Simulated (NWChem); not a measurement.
The numbers come from NWChem runs, not from measurements. System: CH$_{5}$Si, charge -1, spin multiplicity 1, at the geometry of a parent with another charge or spin, in a state set for the comparison that need not be this species' ground state. Level: MP2/def2-TZVPD, 6 core orbitals frozen.

The NWChem input:

```
start mol
memory heap 200 mb stack 900 mb global 1100 mb
charge -1
geometry units angstroms nocenter noautoz noautosym
  C      1.271661    -0.145686     0.008623
  Si    -0.572922     0.068377    -0.002056
  H      1.970261     0.664954    -0.259161
  H      1.751130    -1.107905     0.258786
  H     -1.186211    -0.477052     1.263460
  H     -0.935353     1.521616    -0.138075
  H     -1.208887    -0.684767    -1.147968
end
basis spherical
  * library def2-tzvpd
end
scf
  rhf
  nopen 0
  maxiter 100
  thresh 1e-7
  semidirect memsize 60000000 filesize 0
end
mp2
  freeze core 6
end
task mp2 energy
```

Output (cleaned and shortened):

```
             Northwest Computational Chemistry Package (NWChem) 7.3.0
             --------------------------------------------------------

                                NWChem Input Module
                                -------------------

 Scaling coordinates for geometry "geometry" by  1.889725989
 (inverse scale =  0.529177249)

                             Geometry "geometry" -> ""
                             -------------------------

 Output coordinates in angstroms (scale by  1.889725989 to convert to a.u.)

  No.       Tag          Charge          X              Y              Z
 ---- ---------------- ---------- -------------- -------------- --------------
    1 C                    6.0000     1.27166100    -0.14568600     0.00862300
    2 Si                  14.0000    -0.57292200     0.06837700    -0.00205600
    3 H                    1.0000     1.97026100     0.66495400    -0.25916100
    4 H                    1.0000     1.75113000    -1.10790500     0.25878600
    5 H                    1.0000    -1.18621100    -0.47705200     1.26346000
    6 H                    1.0000    -0.93535300     1.52161600    -0.13807500
    7 H                    1.0000    -1.20888700    -0.68476700    -1.14796800

 Effective nuclear repulsion energy (a.u.)      55.3792377139

            Nuclear Dipole moment (a.u.)
            ----------------------------
        X                 Y               Z
 ---------------- ---------------- ----------------
    -0.0000037795     0.0000151178    -0.0000075589


 Summary of "ao basis" -> "" (spherical)
 ------------------------------------------------------------------------------
       Tag                 Description            Shells   Functions and Types
 ---------------- ------------------------------  ------  ---------------------
 *                         def2-tzvpd                 on all atoms

 Summary of "ao basis" -> "ao basis" (spherical)
 ------------------------------------------------------------------------------
       Tag                 Description            Shells   Functions and Types
 ---------------- ------------------------------  ------  ---------------------
[...]
     1   1 0 0     -1.062698      0.000000     -0.000004
     1   0 1 0      0.117603      0.000000      0.000015
     1   0 0 1     -0.013173      0.000000     -0.000008

     2   2 0 0    -27.299465      0.000000     89.240394
     2   1 1 0      0.251321      0.000000     -8.283210
     2   1 0 1     -0.328176      0.000000      0.153626
     2   0 2 0    -21.045059      0.000000     17.406151
     2   0 1 1     -0.945754      0.000000     -1.768708
     2   0 0 2    -24.139948      0.000000     10.955548

                   NWChem MP2 Semi-direct Energy/Gradient Module
                   ---------------------------------------------

  Basis functions       =    125
  Molecular orbitals    =    125
  Frozen core           =      6
  Frozen virtuals       =      0
  Active alpha occupied =      7
  Active beta occupied  =      7
  Active alpha virtual  =    112
  Active beta virtual   =    112
  Use MO symmetry       = F
  Use skeleton AO sym   = F

  AO/Fock/Back tols     =   1.0D-09  1.0D-09  1.0D-09

 GA uses MA = F    GA memory limited = T

 Available:
  local mem=  1.26D+08
 global mem=  1.44D+08
 local disk=  0.00D+00
  mp2_memr nvloc                   112
  nvloc new                   112
   1 passes of   7:        5242880                      71059                  20949076.
   1 passes of   7: M    126149068           G      144147950           F     120906188.

 Semi-direct pass number   1 of   1  for RHF alpha+beta  at        8.5s
  vrange nnbf                  7849
  mp2_eaftype                    79  avail_ma_in_mb                  1099
 EAF : mp2_eaftype filesize          79   10474538.
  mp2_eaf for mointskh                     79
Node 0 wrote     49.2 Mb in      0.1 s     Agg I/O rate:   742.2 Mb/s
 Done moints_semi at       14.7s
  mp2_eaftype                    79  avail_ma_in_mb                  1020
 EAF : mp2_eaftype filesize          79   10474538.
  mp2_eaf for kh                    79
 Done maket at       14.9s
 Done multipass loop at       14.9s

          -------------------------------------------
          SCF energy                -329.659654239551
          Correlation energy          -0.319735886423
          Singlet pairs               -0.225858171812
          Triplet pairs               -0.093877714612
          Total MP2 energy          -329.979390125974
          -------------------------------------------

          ---------------------------------------------------
                    Spin Component Scaled (SCS) MP2
          Same spin pairs                     -0.062585143074
          Same spin scaling factor             0.333333333333
          Opposite spin pairs                 -0.257150743349
          Opposite spin scaling fact.          1.200000000000
          SCS-MP2 correlation energy          -0.329442606377
          Total SCS-MP2 energy              -329.989096845927
          ---------------------------------------------------

 -----------------------
 Performance information
 -----------------------

 Timer overhead =  1.27D-07 seconds/call

               Nr. of calls         CPU time (s)                 Wall time (s)                GFlops
             ---------------    -------------------     ------------------------------   -------------------
Name         Min   Avg   Max    Min     Avg     Max     Min     Avg     Max   Mx/calls   Min     Max     Sum
mp2: moin     1     1     1    6.2     6.2     6.2      6.2     6.2     6.2     6.2      0.0     0.0     0.0
mp2: make     1     1     1   0.25    0.25    0.25     0.25    0.25    0.25    0.25      0.0     0.0     0.0
mp2: tota     1     1     1    6.5     6.5     6.5      6.5     6.5     6.5     6.5      0.0     0.0     0.0

 The average no. of pstat calls per process was 3.00D+00
 with a timing overhead of 3.80D-07s

 Task  times  cpu:       14.9s     wall:       14.9s

 Total times  cpu:       15.0s     wall:       15.0s
```
